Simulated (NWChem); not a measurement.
C2H3AuFN; SMILES [Au]([F])<-[C-]#[N+]C

Computed with NWChem. Medium grid unless said otherwise, to which SCAN and Minnesota functionals are sensitive. The geometry was optimised at PBE0/def2-SVP. No frequency run checked for a minimum. def2 effective core potentials on Au; no spin-orbit coupling.

Task: What does the run give for M06-2X/def2-SVP? Quantities: highest occupied level (eV); orbital gap (eV); dipole (D).

Result: 
| Quantity | Value |
|---|---|
| highest occupied level (eV) | -8.99 |
| orbital gap (eV) | 8.94 |
| dipole (D) | 9.76 |
